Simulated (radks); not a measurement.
Initial-state core-level shifts of neutral calcium when its valence configuration changes from [Ar] 4s2. Method: scalar-relativistic Kohn-Sham, PBE, spin-polarised, spherical densities, finite nucleus; open shells are filled with parallel spins first; Fermi nuclear charge, rms radius 3.4776 fm; computed with a radial shooting solver on a logarithmic mesh with Libxc functionals. Shifts are changes of the shell-averaged eigenvalues in eV (positive: less bound); the change of the density at the nucleus, which sets a Mossbauer isomer shift, is in e/bohr^3, on a base of 6193.

valence,1s,2p,3s,3p,density at nucleus
4s1 4p1,-1.134,-1.137,-1.120,-1.100,-2.0051
4p2,-2.436,-2.436,-2.387,-2.345,-4.2350
3d1 4s1,+2.276,+2.728,+2.491,+2.341,-2.8188
4s1.5 4p0.5,-0.641,-0.641,-0.629,-0.620,-0.9468
3d1 4p1,+1.276,+1.796,+1.525,+1.370,-4.8276
3d2,+2.741,+3.476,+3.187,+2.957,-4.9714
3d0.5 4s1.5,+1.430,+1.702,+1.533,+1.441,-1.6295
3d1 4s0.5 4p0.5,+1.784,+2.271,+2.017,+1.864,-3.8182
